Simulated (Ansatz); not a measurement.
Born–Oppenheimer molecular dynamics of CH₈N₂OSi (13 atoms, charge 0, multiplicity 1). It starts from a relaxed structure.

All numbers below come from RKS PBE0-D4/STO-3G (Ansatz 0.2.0).

```json
{"ensemble": "NVT, Langevin thermostat", "time step": "0.5 fs", "steps asked": "300", "set temperature": "500 K", "friction": "0.01 /fs", "seed": "982060"}
```

Frames 5 fs apart, positions in Å.

Velocities at 85 fs (Å/ps):

```
Si -5.41 1.65 5.57
O -1.45 3.06 0.06
C -1.43 -0.78 3.88
H 18.55 3.36 0.02
H 4.18 5.26 6.20
H -11.47 12.15 11.53
H -27.29 21.42 -19.44
N 3.90 -1.58 -2.12
H 9.77 11.11 6.63
H -39.31 8.08 -17.27
N -5.03 -2.51 -2.36
H -19.18 -10.75 6.00
H 9.32 -39.17 6.06
```

```xyz
13
Properties=species:S:1:pos:R:3 time_fs=85 energy_less_start_eV=0.576 T=303
Si -0.157 -0.118 0.041
O 0.050 -0.013 1.696
C -1.101 -0.319 2.561
H -1.480 -1.290 2.151
H -0.736 -0.504 3.629
H -1.896 0.452 2.672
H 1.202 -0.303 -0.507
N -0.745 1.439 -0.710
H -0.313 2.207 -0.082
H -0.137 1.562 -1.532
N -1.182 -1.524 -0.254
H -1.055 -1.878 -1.258
H -2.231 -1.192 -0.276
13
Properties=species:S:1:pos:R:3 time_fs=90 energy_less_start_eV=0.606 T=280
Si -0.181 -0.111 0.062
O 0.046 0.011 1.714
C -1.101 -0.322 2.573
H -1.490 -1.282 2.222
H -0.695 -0.474 3.550
H -1.915 0.443 2.671
H 1.077 -0.251 -0.580
N -0.728 1.428 -0.703
H -0.339 2.168 -0.126
H -0.281 1.560 -1.685
N -1.200 -1.532 -0.272
H -1.104 -1.898 -1.226
H -2.200 -1.353 -0.228
13
Properties=species:S:1:pos:R:3 time_fs=95 energy_less_start_eV=0.553 T=347
Si -0.209 -0.104 0.067
O 0.047 0.040 1.756
C -1.081 -0.325 2.553
H -1.647 -1.297 2.365
H -0.612 -0.432 3.601
H -1.876 0.445 2.567
H 1.083 -0.381 -0.595
N -0.723 1.395 -0.692
H -0.353 2.234 -0.128
H -0.428 1.550 -1.651
N -1.197 -1.536 -0.286
H -1.027 -1.885 -1.264
H -2.239 -1.403 -0.121
13
Properties=species:S:1:pos:R:3 time_fs=100 energy_less_start_eV=0.621 T=317
Si -0.228 -0.103 0.060
O 0.053 0.066 1.792
C -1.070 -0.340 2.570
H -1.640 -1.231 2.428
H -0.717 -0.371 3.581
H -1.805 0.512 2.510
H 1.039 -0.565 -0.451
N -0.731 1.381 -0.659
H -0.443 2.239 -0.211
H -0.499 1.494 -1.673
N -1.191 -1.528 -0.285
H -1.071 -1.879 -1.253
H -2.217 -1.445 -0.078
13
Properties=species:S:1:pos:R:3 time_fs=105 energy_less_start_eV=0.730 T=282
Si -0.238 -0.117 0.058
O 0.057 0.091 1.798
C -1.079 -0.321 2.602
H -1.617 -1.317 2.334
H -0.799 -0.342 3.731
H -1.806 0.511 2.514
H 1.068 -0.639 -0.311
N -0.747 1.367 -0.637
H -0.487 2.290 -0.215
H -0.589 1.386 -1.677
N -1.174 -1.519 -0.274
H -1.169 -1.884 -1.251
H -2.187 -1.420 -0.107
13
Properties=species:S:1:pos:R:3 time_fs=110 energy_less_start_eV=0.620 T=324
Si -0.229 -0.133 0.072
O 0.054 0.105 1.792
C -1.097 -0.301 2.633
H -1.471 -1.215 2.228
H -0.843 -0.403 3.657
H -1.947 0.429 2.594
H 1.130 -0.556 -0.280
N -0.772 1.353 -0.628
H -0.469 2.279 -0.263
H -0.671 1.356 -1.628
N -1.187 -1.523 -0.259
H -1.151 -1.872 -1.258
H -2.237 -1.320 -0.129
13
Properties=species:S:1:pos:R:3 time_fs=115 energy_less_start_eV=0.619 T=364
Si -0.207 -0.153 0.097
O 0.039 0.116 1.787
C -1.112 -0.278 2.617
H -1.466 -1.302 2.244
H -0.786 -0.499 3.711
H -2.047 0.323 2.647
H 1.150 -0.388 -0.385
N -0.805 1.332 -0.613
H -0.457 2.221 -0.273
H -0.799 1.367 -1.703
N -1.231 -1.539 -0.248
H -1.050 -1.838 -1.216
H -2.199 -1.262 -0.144
13
Properties=species:S:1:pos:R:3 time_fs=120 energy_less_start_eV=0.623 T=375
Si -0.177 -0.170 0.120
O 0.006 0.136 1.793
C -1.128 -0.295 2.595
H -1.458 -1.274 2.334
H -0.736 -0.433 3.566
H -2.029 0.368 2.676
H 1.148 -0.309 -0.516
N -0.847 1.299 -0.607
H -0.414 2.192 -0.236
H -0.904 1.387 -1.587
N -1.257 -1.545 -0.242
H -1.020 -1.811 -1.254
H -2.290 -1.208 -0.289
13
Properties=species:S:1:pos:R:3 time_fs=125 energy_less_start_eV=0.685 T=347
Si -0.148 -0.187 0.135
O -0.023 0.154 1.797
C -1.140 -0.306 2.563
H -1.566 -1.349 2.321
H -0.652 -0.312 3.628
H -1.929 0.461 2.639
H 1.120 -0.410 -0.491
N -0.884 1.260 -0.572
H -0.380 2.089 -0.223
H -0.951 1.345 -1.654
N -1.268 -1.542 -0.251
H -1.089 -1.783 -1.240
H -2.193 -1.134 -0.424
13
Properties=species:S:1:pos:R:3 time_fs=130 energy_less_start_eV=0.568 T=425
Si -0.122 -0.207 0.135
O -0.033 0.166 1.783
C -1.147 -0.308 2.565
H -1.607 -1.235 2.306
H -0.782 -0.362 3.545
H -1.931 0.507 2.547
H 1.172 -0.619 -0.421
N -0.919 1.216 -0.538
H -0.363 2.072 -0.281
H -0.947 1.250 -1.569
N -1.267 -1.532 -0.264
H -0.998 -1.846 -1.267
H -2.183 -0.949 -0.392
13
Properties=species:S:1:pos:R:3 time_fs=135 energy_less_start_eV=0.733 T=339
Si -0.099 -0.237 0.127
O -0.043 0.171 1.774
C -1.157 -0.272 2.557
H -1.695 -1.235 2.192
H -0.843 -0.465 3.681
H -1.956 0.484 2.523
H 1.195 -0.717 -0.303
N -0.943 1.189 -0.502
H -0.375 2.071 -0.366
H -0.919 1.163 -1.562
N -1.277 -1.510 -0.271
H -0.993 -1.890 -1.162
H -2.081 -0.902 -0.414
13
Properties=species:S:1:pos:R:3 time_fs=140 energy_less_start_eV=0.755 T=403
Si -0.080 -0.271 0.128
O -0.040 0.171 1.773
C -1.205 -0.266 2.550
H -1.621 -1.122 2.079
H -0.956 -0.476 3.554
H -2.033 0.495 2.601
H 1.268 -0.679 -0.252
N -0.956 1.180 -0.483
H -0.410 2.050 -0.353
H -0.875 1.006 -1.552
N -1.277 -1.483 -0.251
H -1.062 -2.016 -1.174
H -2.171 -0.962 -0.561
```

Of the whole run (150 fs, mean temperature of the second half 358 K): The mean temperature of the second half is 28 % below the set value. A run of 0.15 ps of so small a system gives no equilibrium averages. Limits of this set-up: minimal basis.

Run time: 11 min on 1 thread of Arm Neoverse V2, with other jobs on the host, peak memory 0.1 GiB.
